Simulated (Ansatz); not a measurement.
`[Br][SnH]([Br])[Br]` + H–F → `[F][SnH]([Br])[Br]` + HBr  (ligand exchange at the Sn–Br bond)

Program: Ansatz. Geometries: PBE0-D4/def2-TZVP. ΔE: electronic, gas phase. CCSD(T)/CBS is the MP2 limit (def2-TZVPP, def2-QZVPP) plus CCSD(T) − MP2 in def2-TZVPP, frozen cores. This one scheme is used for every species. Functionals use def2-TZVPP. Elements past krypton have def2 core potentials. For Br, Sn outer-core shells are correlated without core-valence functions, which leaves a few kJ/mol of doubt a bond. Scalar relativity is left out up to krypton.

`[Br][SnH]([Br])[Br]`:

Z-matrix (Å, degrees):
```
Sn
Br 1 2.454
Br 1 2.454 2 108.1
Br 1 2.454 2 108.1 3 -116.8
H 1 1.696 2 110.8 3 121.6
```

H–F:

Cartesian coordinates in Å:
```
F -0.196 0.304 -0.285
H 0.196 -0.304 0.285
```

`[F][SnH]([Br])[Br]`:

Z-matrix (Å, degrees):
```
Sn
F 1 1.905
Br 1 2.443 2 105.6
Br 1 2.443 2 105.6 3 -116.4
H 1 1.693 2 108.0 3 121.8
```

HBr:

Z-matrix (Å, degrees):
```
Br
H 1 1.420
```

| level | ΔE (kcal/mol) | difference from CCSD(T)/CBS |
| --- | --- | --- |
| r2SCAN0-D4 | 12.3 | -0.6 |
| BHLYP-D4 | 12.7 | -0.2 |
| CAM-B3LYP-D4 | 9.2 | -3.7 |
| r2SCANh | 10.8 | -2.1 |
| BHLYP | 10.4 | -2.5 |
| CAM-B3LYP | 8.1 | -4.8 |
| HF/def2-SVP | 11.2 | -1.7 |
| SCS-MP2/def2-TZVPP | 11.7 | -1.2 |
| HF/def2-QZVPP | 10.5 | -2.4 |
| MP2/CBS(def2) | 15.1 | 2.2 |
| CCSD(T)/CBS | 12.9 | 0 |

Q: What do rigid-rotor, harmonic-oscillator terms from PBE0-D4/def2-TZVP frequencies (298.15 K, 1 bar) make of the CCSD(T)/CBS value? (Estimate.)

A: Ansatz gave: ΔZPE = -1.4 kcal/mol, ΔH = +11.2 kcal/mol, ΔS = 11 J/(mol·K), ΔG = +10.4 kcal/mol.

Largest T1 diagnostic among the species: 0.011.

At CCSD(T), def2-SVP lies −3.6 kcal/mol from the extrapolated value and def2-TZVPP −1.4 kcal/mol. From PBE to PBE0 (25 % exact exchange), in def2-TZVPP and without D4, ΔE moves by +2.1 kcal/mol.
